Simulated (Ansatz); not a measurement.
`C[S][Al]([F])[Cl]` + `C[SeH]` → `C[Se][Al]([F])[Cl]` + CH₃SH at 298.15 K and 1 bar (ligand exchange at the Al–S bond).

Isolated molecules relaxed with PBE0-D4/def2-TZVP in Ansatz; ΔE leaves out vibrations. CCSD(T)/CBS is the MP2 limit (def2-TZVPP, def2-QZVPP) plus CCSD(T) − MP2 in def2-TZVPP, frozen cores. This one scheme is used for every species. For Se outer-core shells are correlated without core-valence functions, which leaves a few kJ/mol of doubt a bond. Scalar relativity is left out up to krypton. One conformer a species, not always the lowest.

```csv
species,CCSD(T)/CBS energy (Eh),H − E (kJ/mol),S (J/(mol·K))
`C[S][Al]([F])[Cl]`,-1239.41425,137.0,371.7
`C[SeH]`,-2441.15625,129.5,267.5
`C[Se][Al]([F])[Cl]`,-3242.34628,135.2,387.9
CH₃SH,-438.22835,133.0,253.2
```

H − E and S are ideal-gas, rigid-rotor, harmonic terms from PBE0-D4/def2-TZVP, for one conformer and one mirror image of each species. 1 Eh = 2625.50 kJ/mol, R = 8.31446 J/(mol·K).

**Question.** By hand: ΔE, ΔH, ΔS and ΔG.

**Answer.** ΔE = (-3242.34628) + (-438.22835) − (-1239.41425) − (-2441.15625) = -0.00413 Eh = -10.8 kJ/mol. Δ(H − E) = 135.2 + 133.0 − 137.0 − 129.5 = 1.7, so ΔH = -9.1 kJ/mol. ΔS = 387.9 + 253.2 − 371.7 − 267.5 = 1.9 J/(mol·K). ΔG = -9.1 − 298.15 × (1.9)/1000 = -9.7 kJ/mol.

**Question.** By hand: the equilibrium constant, and the temperature at which ΔG would vanish if ΔH and ΔS stayed fixed.

**Answer.** log₁₀ K = −ΔG/(RT ln 10) = 1.7. ΔH and −TΔS have one sign here, so there is no such temperature. One of them is within its doubt of zero, so this could turn.

The number of gas molecules stays the same, so ΔS is small and ΔH decides. A doubt of 5 kJ/mol in ΔE shifts log₁₀ K by 0.9 here. Other conformers and mirror images would add mixing entropy, several J/(mol·K) or more a flexible species. Modes under 60 cm⁻¹, often nearly free rotors, make the harmonic entropy too high. These are equilibria of isolated gas molecules and say nothing of rates. Largest T1 diagnostic: 0.011 (customary marks: 0.02 for closed shells, 0.045 for open ones).
